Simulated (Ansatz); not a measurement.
Zr(NH2)2Cl2 (ZrN₂Cl₂H₄). Total charge 0; triplet. Geometry B3LYP-D4/def2-SVP, that of the neutral singlet; atoms count from 1.

Cartesian coordinates in Å:
```
Zr -0.164 -0.375 0.532
N 0.435 1.549 0.554
H -0.180 2.363 0.543
H 1.395 1.870 0.689
N -0.160 -0.915 -1.414
H 0.091 -0.348 -2.223
H -0.425 -1.845 -1.742
Cl -2.389 -0.559 1.362
Cl 1.398 -1.741 1.700
```

In the def2 sets Zr takes a core potential; there is no spin–orbit coupling. At PBE0-D4/def2-TZVP a singlet of charge 0 lies 4.74 eV below the triplet at the same geometry.

**Question.** Estimate the Mulliken populations from the PBE0/def2-TZVP orbitals of Ansatz.

**Answer.** 
```csv
atom,charge (e),spin (α − β),d electrons
Zr1,1.17,0.86,2.30
N2,-0.66,0.49,–
H3,0.26,0.01,–
H4,0.26,0.01,–
N5,-0.68,0.51,–
H6,0.27,-0.02,–
H7,0.27,-0.02,–
Cl8,-0.45,0.07,–
Cl9,-0.44,0.08,–
```
Mulliken values and Mayer orders depend strongly on the basis.

**Question.** Where does the spin sit?

**Answer.** Summed by element: Zr 0.86, N 1.00, H -0.01, Cl 0.15, of 2 unpaired in all. Largest on single atoms: Zr1 0.86, N5 0.51, N2 0.49.

**Question.** And the Mayer bond orders between bonded heavy atoms (over 0.3)?

**Answer.** Zr1–N2 0.76 (2.01 Å); Zr1–N5 0.67 (2.02 Å); Zr1–Cl8 0.94 (2.38 Å); Zr1–Cl9 0.93 (2.38 Å). Values over 0.3 also appear between atoms too far apart for a bond (N2–N5 0.33 at 3.21 Å); they arise where an orbital or an unpaired electron spreads over both atoms.
